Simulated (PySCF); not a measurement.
Gas-phase reaction: SnHCl3 + SnHF3 → SnCl3 + 3 F + SnH2

Energies from PySCF (xtb for GFN2), thermal terms from the rigid-rotor harmonic-oscillator model, ideal gas at 1 bar. † marks an energy on the PBE0/def2-TZVP geometry and frequencies; other levels use their own. MP2 freezes the core. Open shells (unrestricted): SnCl3 (multiplicity 2), F (multiplicity 2, electronic degeneracy 6); the rest are closed-shell singlets. GFN2 has no spin-polarisation term. Spin-orbit splitting is ignored; it lowers the true energy and changes the entropy of F. Sn: scalar-relativistic def2 core potential, no spin-orbit coupling. SnHCl3, SnHF3, SnCl3, SnH2: computed as isolated molecules; such fragments, hydroxides, amides, oligomers or adducts are transient or little studied in the gas. MP2 isn't extrapolated to the basis-set limit; its ΔH°(298 K) is 1327.2 kJ in def2-SVP and 1396.8 kJ in def2-TZVPP. The harmonic model lacks anharmonicity and excited electronic states, which grow with temperature; levels with a mode under 35 cm⁻¹ are left out. Soft modes under 120 cm⁻¹ make the harmonic entropy rough for SnHCl3, SnCl3.

```json
[
 {"level": "GFN2-xTB", "ΔE electronic, kJ": "946", "ΔH°(298 K), kJ": "939", "ΔS°(298 K), J/K": "383", "ΔG°(2500 K), kJ": "10"},
 {"level": "HF/def2-TZVP†", "ΔE electronic, kJ": "926", "ΔH°(298 K), kJ": "910", "ΔS°(298 K), J/K": "404", "ΔG°(2500 K), kJ": "-92"},
 {"level": "MP2/def2-TZVPP†", "ΔE electronic, kJ": "1413", "ΔH°(298 K), kJ": "1397", "ΔS°(298 K), J/K": "404", "ΔG°(2500 K), kJ": "395"},
 {"level": "PBE/def2-TZVP†", "ΔE electronic, kJ": "1362", "ΔH°(298 K), kJ": "1346", "ΔS°(298 K), J/K": "404", "ΔG°(2500 K), kJ": "344"},
 {"level": "PBE0/def2-SVP†", "ΔE electronic, kJ": "1254", "ΔH°(298 K), kJ": "1238", "ΔS°(298 K), J/K": "404", "ΔG°(2500 K), kJ": "236"},
 {"level": "LDA/def2-TZVP†", "ΔE electronic, kJ": "1589", "ΔH°(298 K), kJ": "1573", "ΔS°(298 K), J/K": "404", "ΔG°(2500 K), kJ": "571"}
]
```
ΔH° is lowest at HF/def2-TZVP† and highest at LDA/def2-TZVP†. No reference value is set beside these.
